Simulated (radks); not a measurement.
Results of a calculation; reference values are marked as such.
Effect of the nuclear size on the thulium ion Tm2+, [Xe] 4f13. Code: a radial shooting solver on a logarithmic mesh with Libxc functionals. Model: Dirac Kohn-Sham, relativistic LDA (MacDonald-Vosko exchange, VWN5 correlation), spin-unpolarised, spherical densities, finite nucleus; open shells fill j = l - 1/2 first; Fermi nuclear charge, rms radius 5.2256 fm. The rms radius is varied about that value; shifts are against it.

\begin{tabular}{lrrrrrrr}
rms radius (fm) & total energy shift (eV) & density at nucleus (e/bohr^3) & 1s1/2 shift (meV) & 2s1/2 shift (meV) & 5s1/2 shift (meV) & 4f7/2 shift (meV) & 6s1/2 (empty) shift (meV) \\ \hline
4.5097 & -8.85 & 9.786e+05 & -3600 & -485 & -4.04 & 0.351 & -0.567 \\
5.0375 & -2.42 & 9.468e+05 & -982 & -132 & -1.10 & 0.096 & -0.155 \\
5.2256 & 0 & 9.365e+05 & 0.000 & 0.000 & 0.000 & 0.000 & 0.000 \\
5.6646 & 5.88 & 9.143e+05 & 2390 & 322 & 2.68 & -0.233 & 0.376 \\
5.7743 & 7.40 & 9.091e+05 & 3010 & 405 & 3.38 & -0.293 & 0.474 \\
\end{tabular}

Slopes of the eigenvalues against <r^2> in GHz/fm^2, as finite differences over the two radii next to the reference (eigenvalue slopes, not the field-shift constants of lines): 1s1/2 121000, 2s1/2 16400, 5s1/2 136, 4f7/2 -11.8, 6s1/2 (empty) 19.1.
